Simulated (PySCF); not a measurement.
Computed shifts of a molecule C3H5FOSi, PBE/pcSseg-1 run with PySCF, GIAO, gas phase, atoms alike by connectivity averaged where their shifts nearly agree, in ppm (number of nuclei): ¹³C: 101.6 (1), 89.2 (1), 80.0 (1). ²⁹Si: -36.5 (1). ¹⁹F: -337.2 (1). ¹H: 5.50 (1), 5.02 (2), 2.61 (1), 1.06 (1). References: ¹³C against TMS (σ = 182.0 ppm); ²⁹Si against TMS (σ = 335.4 ppm); ¹⁷O against H2O (σ = 334.3 ppm); ¹⁹F against CFCl3 (σ = 133.6 ppm); ¹H against TMS (σ = 31.49 ppm), references at their B3LYP-D3(BJ)/def2-TZVP geometries, non-relativistic. Geometry optimised at PBE0-D3(BJ)/def2-SVP. The values are those of a single conformer.

**Question.** Which molecule gave these data?
A) C=C1C[Si@@H](F)O1
B) C#C[Si@H](O)CF
C) F/C=C1\OC[SiH2]1
D) F[SiH2]C1=CCO1

**Answer.** B, C#C[Si@H](O)CF
